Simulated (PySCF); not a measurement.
Isomers C₆H₉NOSi:

A. SMILES C1C[SiH2]C/C(=C\C#N)O1
B. SMILES [SiH3]C/C=N\c1ccco1
C. `[Si@@H]1(C#N)CC[C@]12C[C@H]2O`

Spectrum 1. 13C{1H} NMR (computed): δ 124.8 (C), 60.4 (CH), 26.0 (CH2), 23.2 (CH2), 16.8 (C), 11.4 (CH2).

Spectrum 2. 13C{1H} NMR (computed): δ 162.5 (CH), 162.1 (C), 142.9 (CH), 120.1 (CH), 118.1 (CH), 20.7 (CH2).

Spectrum 3. 13C{1H} NMR (computed): δ 182.5 (C), 123.1 (C), 78.5 (CH), 66.1 (CH2), 13.4 (CH2), 9.4 (CH2).

PySCF 2.14.0 with density-fitted response routines calculation with geometry from GFN2-xTB and GIAO PBE0/pcSseg-1 shieldings; in vacuum, non-relativistic Hamiltonian, one computed conformer, equivalent nuclei averaged.

Referencing at the same level of theory: 13C against TMS. Shifts are as computed. Against solution values, carbons near 30 ppm lie about +3 ppm off and those near 130 ppm about +5 ppm. Of 1309 compounds with measured shifts, 239 miss one by over three times the rms of a fit or turn the order of signals round; such compounds aren't used in these exercises.

Problem. Match each spectrum to its structure.

Solution. 1–C, 2–B, 3–A.

- Spectrum 1 (C): 6 13C signals; δC 124.8 is a nitrile carbon; δC 60.4 is a three-membered-ring carbon.
- Spectrum 2 (B): 6 13C signals; δC 162.1 is an aromatic carbon bearing nitrogen; δC 162.5 is a C=N carbon.
- Spectrum 3 (A): 6 13C signals; δC 182.5 is an alkene carbon bearing oxygen; δC 123.1 is a nitrile carbon.
